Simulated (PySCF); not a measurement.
## How methods differ on the excitation energy of Ne²⁺

Ne²⁺ [He] 2s2 2p4 (3P) → Ne²⁺ [He] 2s1 2p5, s spin flipped, as a difference of total energies. All numbers are calculated (PySCF 2.14, the spin-free X2C one-electron Hamiltonian (Gaussian nucleus), in x2c-TZVPPall (5s3p2d1f, 31 functions)). Correlated levels: valence: 1s2 frozen; valence and next inner shell: nothing frozen. The calculations carry no spin-orbit coupling.

```
                                method  excitation energy (eV)
                                   UHF                  32.813
                                   LDA                  25.266
                                   PBE                  25.927
                                  PBE0                  27.608
                                r2SCAN                  28.163
                                revPBE                  26.100
                               r2SCAN0                  29.150
                                PBEsol                  25.806
                                M06-2X                  28.041
                         MP2 (valence)                  30.559
                     SCS-MP2 (valence)                  30.238
    MP2 (valence and next inner shell)                  30.501
SCS-MP2 (valence and next inner shell)                  30.200
```

**Question.** How much does correlation contribute at MP2 (valence and next inner shell)?

**Answer.** 30.501 − (32.813) = -2.312 eV, measured against UHF.

The upper determinant mixes two multiplicities, so it lies between the two terms.
